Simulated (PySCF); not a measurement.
Simulated C 1s region for `[GeH3][O]C1CC1`, binding energy against the vacuum level.

Every computed line was given a Gaussian of 0.8 eV full width at half maximum and an area set by the number of equivalent atoms; the highest printed point is 100. Computed, not measured: delta-SCF UKS SCAN, pcX-2 on the ionised atom, pcseg-1 elsewhere, spin-free X2C in PySCF.

```
binding energy (eV)  intensity
              289.3          0
              289.4          1
              289.5          2
              289.6          4
              289.7          7
              289.8         14
              289.9         23
              290.0         37
              290.1         54
              290.2         71
              290.3         87
              290.4         97
              290.5        100
              290.6         94
              290.7         81
              290.8         64
              290.9         47
              291.0         32
              291.1         21
              291.2         14
              291.3         13
              291.4         15
              291.5         20
              291.6         28
              291.7         37
              291.8         44
              291.9         49
              292.0         50
              292.1         47
              292.2         40
              292.3         31
              292.4         23
              292.5         15
              292.6          9
              292.7          5
              292.8          3
              292.9          1
              293.0          1
              293.1          0
```

Problem. How many maxima does the curve show, and how many computed lines lie under it?

Solution. The curve has 2 maxima (at 290.5 and 292.0 eV). Under it lie 2 lines from 2 inequivalent carbon sites.

Problem. Decompose the envelope and assign each component. Numbering: `[GeH3:1][O:2][CH:3]1[CH2:4][CH2:5]1`.

Solution. 
```csv
position (eV),relative area,line,atoms,environment
290.48,2,C 1s,C4/C5,three-membered-ring carbon
291.97,1,C 1s,C3,sp3 carbon bound to oxygen
```

Problem. What are the centre and the root-mean-square width of the whole band?

Solution. The area-weighted mean of the lines is 290.98 eV. Their own spread about it is 0.70 eV (rms) and each Gaussian has σ = 0.8/2.355 = 0.34 eV; the variances add, which gives 0.78 eV.

The listed C 1s values span 1.49 eV, from C4/C5 (bonded to 2 C and 2 H) to C3 (bonded to O, 2 C and H).

Shake-up satellites, vibrational structure and lifetime widths aren't simulated. Topologically equivalent atoms share the value of their first member; where this conformer doesn't relate them by symmetry, their own values could differ. One conformer (not necessarily the lowest) at the PBE0-D3(BJ)/def2-SVP geometry, without solvent, vibrations or thermal averaging.

Hardware: one thread of an Arm Neoverse V2, no GPU, shared host. Cost: 18 s wall.

Shape of the structure used: `[GeH3:1][O:2][CH:3]1[CH2:4][CH2:5]1`: Ge1–O2–C3–C4 -149°.
